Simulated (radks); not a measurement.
Results of a calculation; reference values are marked as such.
Polarisability of neutral nickel, [Ar] 3d8 4s2, at imaginary frequency. Code: a radial shooting solver on a logarithmic mesh with Libxc functionals. Model: scalar-relativistic Kohn-Sham, PBE, spin-polarised, spherical densities, finite nucleus; open shells are filled with parallel spins first; Fermi nuclear charge, rms radius 3.7757 fm. Response by self-consistent Sternheimer equations with the Hartree and adiabatic LDA kernel, the relativistic mass of each level held fixed and spin-orbit coupling left out.

| w (hartree) | alpha1(iw) (bohr^3) |
|---|---|
| 0.00266 | 45.94 |
| 0.0143 | 45.73 |
| 0.0360 | 44.60 |
| 0.0697 | 41.35 |
| 0.118 | 35.06 |
| 0.186 | 26.56 |
| 0.280 | 18.17 |
| 0.413 | 11.60 |
| 0.605 | 7.143 |
| 0.892 | 4.306 |
| 1.35 | 2.528 |
| 2.12 | 1.400 |
| 3.59 | 0.6828 |
| 6.94 | 0.2555 |
| 17.5 | 0.05487 |

Static values: alpha1 = 45.95 bohr^3 (6.809 angstrom^3; uncoupled 82.45). C6 = 365.0, triple-dipole C9 = 11950 atomic units. One-pole (London) frequency 4 C6 / (3 alpha1^2) = 0.231 hartree, against 0.201 for minus the highest occupied eigenvalue. Recommended static value: 49 bohr^3 (Schwerdtfeger and Nagle, 2023 table).
